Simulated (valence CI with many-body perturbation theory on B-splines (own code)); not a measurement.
The numbers below are computed, except where a source is named.
Level structure of Dy⁶⁰⁺

Level of theory: configuration interaction combined with many-body perturbation theory (CI+MBPT): four valence electrons over a frozen Dirac-Fock core [He], a basis of 11 s, 11 p, 10 d, 8 f, 5 g, 2 h functions for each j, with the one-electron correlation potential Σ1, the two-electron term Σ2, the three-electron term Σ3, Breit, model QED; selected CI, second order for the rest, scaled by the run's own slope (own B-spline code, finite nucleus).

The last digits are not significant, and no measured levels were compared; by estimate large intervals hold to a few tenths of a per cent, small ones and those within an open d or f shell to about a per cent. Among the levels kept, up to 930 cm⁻¹ of a level comes from second order outside the variational space, and about a tenth of that is noise between levels of different J, which matters for small intervals.

Levels 1 to 45 of 208, with energies above the lowest level, (2s^2 2p1/2^2) J=0. "Leading %" is the weight of the configuration and term that name the level; weights of strongly mixed levels are sums over their largest components and can fall short. In the jj column 3d3/2^4 stands for four electrons in 3d with j = 3/2.

| No. | Configuration | Term | J | E (eV) | Leading % | g | Second component | Leading jj |
| --- | --- | --- | --- | --- | --- | --- | --- | --- |
| 1 | 2s2.2p2 | 3P | 0 | 0.0 | 69 |  | 31 % 2s2.2p2 1S | 2s^2 2p1/2^2 (100 %) |
| 2 | 2s2.2p2 | 3P | 1 | 832.7 | 100 | 1.475 |  | 2s^2 2p1/2 2p3/2 (100 %) |
| 3 | 2s2.2p2 | 1D | 2 | 850.3 | 65 | 1.146 | 35 % 2s2.2p2 3P | 2s^2 2p1/2 2p3/2 (100 %) |
| 4 | 2s.2p3 | 3P° | 2 | 1084.2 | 48 | 1.515 | 28 % 2s.2p3 5S° | 2s 2p1/2^2 2p3/2 (99 %) |
| 5 | 2s.2p3 | 3D° | 1 | 1160.6 | 32 | 1.107 | 29 % 2s.2p3 1P° | 2s 2p1/2^2 2p3/2 (100 %) |
| 6 | 2s2.2p2 | 3P | 2 | 1701.3 | 64 | 1.296 | 35 % 2s2.2p2 1D | 2s^2 2p3/2^2 (99 %) |
| 7 | 2s2.2p2 | 1S | 0 | 1754.8 | 68 |  | 31 % 2s2.2p2 3P | 2s^2 2p3/2^2 (99 %) |
| 8 | 2s.2p3 | 5S° | 2 | 1892.4 | 50 | 1.550 | 47 % 2s.2p3 3D° | 2s 2p1/2 2p3/2^2 (100 %) |
| 9 | 2s.2p3 | 3D° | 3 | 1934.0 | 100 | 1.302 |  | 2s 2p1/2 2p3/2^2 (100 %) |
| 10 | 2s.2p3 | 3P° | 0 | 1985.3 | 100 |  |  | 2s 2p1/2 2p3/2^2 (100 %) |
| 11 | 2s.2p3 | 3S° | 1 | 2005.0 | 51 | 1.300 | 43 % 2s.2p3 3D° | 2s 2p1/2 2p3/2^2 (100 %) |
| 12 | 2s.2p3 | 1D° | 2 | 2014.9 | 74 | 1.055 | 21 % 2s.2p3 3D° | 2s 2p1/2 2p3/2^2 (100 %) |
| 13 | 2s.2p3 | 3P° | 1 | 2018.5 | 61 | 1.311 | 32 % 2s.2p3 1P° | 2s 2p1/2 2p3/2^2 (100 %) |
| 14 | 2p4 | 3P | 2 | 2281.8 | 68 | 1.315 | 31 % 2p4 1D | 2p1/2^2 2p3/2^2 (99 %) |
| 15 | 2p4 | 1S | 0 | 2338.4 | 63 |  | 36 % 2p4 3P | 2p1/2^2 2p3/2^2 (99 %) |
| 16 | 2s.2p3 | 3P° | 2 | 2815.0 | 51 | 1.430 | 18 % 2s.2p3 5S° | 2s 2p3/2^3 (100 %) |
| 17 | 2s.2p3 | 1P° | 1 | 2889.1 | 37 | 1.169 | 24 % 2s.2p3 3S° | 2s 2p3/2^3 (100 %) |
| 18 | 2p4 | 3P | 1 | 3127.3 | 100 | 1.475 |  | 2p1/2 2p3/2^3 (100 %) |
| 19 | 2p4 | 1D | 2 | 3145.3 | 69 | 1.127 | 31 % 2p4 3P | 2p1/2 2p3/2^3 (100 %) |
| 20 | 2p4 | 3P | 0 | 4020.3 | 64 |  | 36 % 2p4 1S | 2p3/2^4 (100 %) |
| 21 | 2s2.2p.3s | 3P° | 0 | 7968.8 | 99 |  |  | 2s^2 2p1/2 3s (99 %) |
| 22 | 2s2.2p.3s | 3P° | 1 | 7972.1 | 67 | 1.310 | 33 % 2s2.2p.3s 1P° | 2s^2 2p1/2 3s (100 %) |
| 23 | 2s2.2p.3p | 3D | 1 | 8043.6 | 73 | 0.641 | 22 % 2s2.2p.3p 1P | 2s^2 2p1/2 3p1/2 (100 %) |
| 24 | 2s2.2p.3p | 3P | 0 | 8083.7 | 68 |  | 32 % 2s2.2p.3p 1S | 2s^2 2p1/2 3p1/2 (99 %) |
| 25 | 2s.2p2.3s | 5P | 1 | 8195.3 | 42 | 2.012 | 30 % 2s.2p2.3s 3S | 2s 2p1/2^2 3s (97 %) |
| 26 | 2s.2p2.3s | 3P | 0 | 8229.5 | 69 |  | 30 % 2s.2p2.3s 1S | 2s 2p1/2^2 3s (99 %) |
| 27 | 2s.2p2.3p | 3P° | 1 | 8278.0 | 33 | 1.359 | 22 % 2s.2p2.3p 5D° | 2s 2p1/2^2 3p1/2 (98 %) |
| 28 | 2s.2p2.3p | 3P° | 0 | 8278.8 | 50 |  | 43 % 2s.2p2.3p 5D° | 2s 2p1/2^2 3p1/2 (99 %) |
| 29 | 2s2.2p.3p | 3D | 2 | 8309.8 | 52 | 1.150 | 31 % 2s2.2p.3p 1D | 2s^2 2p1/2 3p3/2 (100 %) |
| 30 | 2s2.2p.3p | 3P | 1 | 8311.9 | 47 | 1.511 | 29 % 2s2.2p.3p 3S | 2s^2 2p1/2 3p3/2 (97 %) |
| 31 | 2s2.2p.3d | 3F° | 2 | 8367.3 | 75 | 0.747 | 20 % 2s2.2p.3d 1D° | 2s^2 2p1/2 3d3/2 (100 %) |
| 32 | 2s2.2p.3d | 3D° | 1 | 8392.0 | 50 | 0.832 | 32 % 2s2.2p.3d 1P° | 2s^2 2p1/2 3d3/2 (99 %) |
| 33 | 2s2.2p.3d | 3P° | 2 | 8447.1 | 47 | 1.282 | 35 % 2s2.2p.3d 3D° | 2s^2 2p1/2 3d5/2 (98 %) |
| 34 | 2s2.2p.3d | 3F° | 3 | 8450.9 | 46 | 1.097 | 31 % 2s2.2p.3d 1F° | 2s^2 2p1/2 3d5/2 (100 %) |
| 35 | 2s.2p2.3p | 3P° | 2 | 8539.8 | 35 | 1.508 | 20 % 2s.2p2.3p 5P° | 2s 2p1/2^2 3p3/2 (98 %) |
| 36 | 2s.2p2.3p | 3D° | 1 | 8544.7 | 32 | 1.129 | 21 % 2s.2p2.3p 1P° | 2s 2p1/2^2 3p3/2 (99 %) |
| 37 | 2s.2p2.3d | 3D | 1 | 8596.6 | 45 | 0.462 | 37 % 2s.2p2.3d 5F | 2s 2p1/2^2 3d3/2 (99 %) |
| 38 | 2s.2p2.3d | 3D | 2 | 8602.2 | 30 | 1.126 | 18 % 2s.2p2.3d 5F | 2s 2p1/2^2 3d3/2 (98 %) |
| 39 | 2s.2p2.3d | 3D | 3 | 8673.8 | 37 | 1.337 | 18 % 2s.2p2.3d 5D | 2s 2p1/2^2 3d5/2 (99 %) |
| 40 | 2s.2p2.3d | 3F | 2 | 8690.2 | 29 | 1.023 | 22 % 2s.2p2.3d 1D | 2s 2p1/2^2 3d5/2 (98 %) |
| 41 | 2s2.2p.3s | 3P° | 2 | 8837.8 | 98 | 1.475 |  | 2s^2 2p3/2 3s (98 %) |
| 42 | 2s2.2p.3s | 1P° | 1 | 8845.6 | 66 | 1.132 | 32 % 2s2.2p.3s 3P° | 2s^2 2p3/2 3s (98 %) |
| 43 | 2s2.2p.3p | 3P | 1 | 8927.8 | 50 | 1.455 | 27 % 2s2.2p.3p 3S | 2s^2 2p3/2 3p1/2 (97 %) |
| 44 | 2s2.2p.3p | 3D | 2 | 8930.0 | 46 | 1.154 | 32 % 2s2.2p.3p 1D | 2s^2 2p3/2 3p1/2 (97 %) |
| 45 | 2s.2p2.3s | 5P | 2 | 8998.6 | 84 | 1.730 | 8 % 2s.2p2.3s 3P | 2s 2p1/2 2p3/2 3s (98 %) |

The ionisation energy to 2s2.2p 2P°_1/2 of the next ion comes out as 14145 eV (NIST: 14144 ± 10 eV (theoretical)). All 208 levels together are meant to be complete up to 10640.1 eV.
